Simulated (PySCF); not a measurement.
## Predicted spectroscopic data

One averaged value for each set of equivalent atoms, isolated molecule, relativity neglected, one conformer. σ from GIAO-PBE0/pcSseg-1; geometry from GFN2-xTB; PySCF 2.14.

δ = σ(ref) − σ, references computed at the same level: ¹H (σref 31.72) and ¹³C (σref 186.93) vs TMS. Splittings of carbon signals by F and P are missing where no couplings were computed. Where no couplings were computed, multiplicities follow the n + 1 count of equivalent neighbours, and m marks all less simple cases (inequivalent or close neighbours, rings, F or P nearby). Acid and N–H amide carbonyl carbons lie up to 10 ppm further downfield in solution (hydrogen bonding). Shifts are as computed. Against solution values, carbons near 30 ppm lie about +3 ppm off and those near 130 ppm about +5 ppm. Of 1211 compounds with measured shifts, 218 miss one by over three times the rms of a fit or turn the order of signals round; such compounds aren't used in these exercises. Groups on amide-type nitrogens are kept apart (slow C–N rotation). OH and NH positions are gas-phase values without hydrogen bonding to other molecules.

**1.** `InChI=1S/C6H7NO2/c7-1-5-6(4-9-5)2-8-3-6/h5H,2-4H2/t5-/m1/s1`. ¹H NMR (500 MHz, computed): δ 5.31 (m, 1H), 5.07 (s, 1H), 4.94 (m, 1H), 4.88 (m, 1H), 4.87 (m, 1H), 4.85 (m, 1H), 4.81 (m, 1H). ¹³C{¹H} NMR (computed): δ 120.6, 82.2, 81.3, 79.7, 75.7, 47.3.

**2.** SMILES OP(=O)(O)c1ccc(F)cc1, C6H6FO3P. ¹H NMR (500 MHz, computed): δ 8.10 (m, 2H), 7.43 (m, 2H), 3.50 (br s, 2H). ¹³C{¹H} NMR (computed): δ 175.5, 138.2, 131.9, 121.0.

**3.** `C=C1C[C@@]1(C=O)C(N)=O`, C6H7NO2. ¹H NMR (500 MHz, computed): δ 8.91 (s, 1H), 8.45 (br, 1H), 5.88 (m, 1H), 5.87 (m, 1H), 4.98 (br, 1H), 3.13 (m, 1H), 1.89 (m, 1H). ¹³C{¹H} NMR (computed): δ 203.4 (CH), 167.9 (C), 141.2 (C), 111.3 (CH2), 43.4 (C), 18.5 (CH2).
